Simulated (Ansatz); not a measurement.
Cost and result for the atomization energy of C$_{10}$H$_{7}$Cl (`Clc1cccc2ccccc12`) (18 atoms, 19 bonds).

Z-matrix (Å, degrees):
```
C
Cl 1 1.729
C 1 1.367 2 118.6
C 1 1.417 2 119.6 3 -180.0
C 3 1.405 1 119.9 2 -180.0
H 3 1.082 1 119.6 2 -0.0
C 4 1.410 1 123.6 2 -0.0
C 4 1.424 1 117.4 2 180.0
C 5 1.366 3 120.4 1 0.0
H 5 1.084 3 119.1 1 180.0
C 7 1.367 4 120.7 1 180.0
H 7 1.082 4 118.9 1 -0.0
C 8 1.412 4 118.8 1 -180.0
H 9 1.084 5 120.6 3 180.0
C 11 1.407 7 120.6 4 -0.0
H 11 1.084 7 119.8 4 180.0
H 13 1.085 8 118.4 4 -180.0
H 15 1.084 11 119.8 7 180.0
```

Charge 0, multiplicity 1. All single points use the PBE0-D4/def2-TZVP geometry. Program: Ansatz. All runs use 4 threads of an AMD EPYC 7R13 on a shared host and a share of an NVIDIA H100 80 GB. Times are those of one run each, without the atoms' runs, and a repeat can differ threefold. Electronic energies, without spin–orbit coupling; frozen cores. CCSD(T)/CBS adds CCSD(T) − MP2 in def2-TZVPP to the MP2 limit, and its time is that of the two runs behind it. T1 = 0.010; the RHF reference is unstable towards UHF. B3LYP takes the VWN-RPA correlation (the form of Gaussian; ORCA's B3LYP/G).

CCSD(T)/CBS is a level of theory with its own doubt, some kJ/mol a heavy atom from the limit and from the frozen cores, so smaller differences don't rank the functionals.

```
                            level  functions  wall time
          CAM-B3LYP-D4/def2-TZVPP        450      4.8 s
                 CCSD(T)/def2-SVP        193      5.5 s
                   MP2/def2-QZVPP        850      7.5 s
              PBE-QIDH/def2-TZVPP        450      8.5 s
              BHLYP-D4/def2-TZVPP        450      9.5 s
               ωB97X-V/def2-TZVPP        450       11 s
 ωB97M-V/def2-TZVPP (with forces)        450       12 s
            r2SCANh-D4/def2-TZVPP        450       17 s
B3LYP-D4/def2-TZVPP (with forces)        450       18 s
                B97M-V/def2-TZVPP        450       18 s
           LDA (SPW92)/def2-TZVPP        450       22 s
               CCSD(T)/def2-TZVPP        450       31 s
                CCSD(T)/CBS(def2)          –       38 s
```

Question: What atomization energy does each give, and how far from CCSD(T)/CBS? (Best estimate.)

Answer: Computed: 
```json
{"level": "CAM-B3LYP-D4/def2-TZVPP", "atomization (kJ/mol)": "8995.4", "difference from CCSD(T)/CBS": "62.2", "per bond": "3.3"}
{"level": "CCSD(T)/def2-SVP", "atomization (kJ/mol)": "8638.5", "difference from CCSD(T)/CBS": "-294.7", "per bond": "-15.5"}
{"level": "MP2/def2-QZVPP", "atomization (kJ/mol)": "9166.2", "difference from CCSD(T)/CBS": "233.0", "per bond": "12.3"}
{"level": "PBE-QIDH/def2-TZVPP", "atomization (kJ/mol)": "9054.7", "difference from CCSD(T)/CBS": "121.5", "per bond": "6.4"}
{"level": "BHLYP-D4/def2-TZVPP", "atomization (kJ/mol)": "8687.2", "difference from CCSD(T)/CBS": "-246.0", "per bond": "-12.9"}
{"level": "ωB97X-V/def2-TZVPP", "atomization (kJ/mol)": "8962.9", "difference from CCSD(T)/CBS": "29.7", "per bond": "1.6"}
{"level": "ωB97M-V/def2-TZVPP (with forces)", "atomization (kJ/mol)": "8991.5", "difference from CCSD(T)/CBS": "58.3", "per bond": "3.1"}
{"level": "r2SCANh-D4/def2-TZVPP", "atomization (kJ/mol)": "9004.6", "difference from CCSD(T)/CBS": "71.4", "per bond": "3.8"}
{"level": "B3LYP-D4/def2-TZVPP (with forces)", "atomization (kJ/mol)": "8987.3", "difference from CCSD(T)/CBS": "54.1", "per bond": "2.8"}
{"level": "B97M-V/def2-TZVPP", "atomization (kJ/mol)": "9034.6", "difference from CCSD(T)/CBS": "101.4", "per bond": "5.3"}
{"level": "LDA (SPW92)/def2-TZVPP", "atomization (kJ/mol)": "10452.0", "difference from CCSD(T)/CBS": "1518.8", "per bond": "79.9"}
{"level": "CCSD(T)/def2-TZVPP", "atomization (kJ/mol)": "8719.7", "difference from CCSD(T)/CBS": "-213.5", "per bond": "-11.2"}
{"level": "CCSD(T)/CBS(def2)", "atomization (kJ/mol)": "8933.2", "difference from CCSD(T)/CBS": "0.0", "per bond": "0.0"}
```

From BLYP to BHLYP (50 % exact exchange), in def2-TZVPP and without D4, the atomization energy moves by −251.1 kJ/mol: exact exchange takes away binding that semilocal exchange gives to molecules. Leaving LDA and LC-ωPBE aside and taking each functional with its dispersion term where it has one, the values, not all of them listed here, spread over 676.4 kJ/mol, from BHLYP-D4 to PBE-D4. LDA lies +1153.5 kJ/mol from PBE without D4, its usual overbinding. At CCSD(T), def2-SVP lies −294.7 kJ/mol from the extrapolated value and def2-TZVPP −213.5 kJ/mol: correlation converges slowly with the basis, and small sets miss more of it in the bonded molecule than in its fragments.
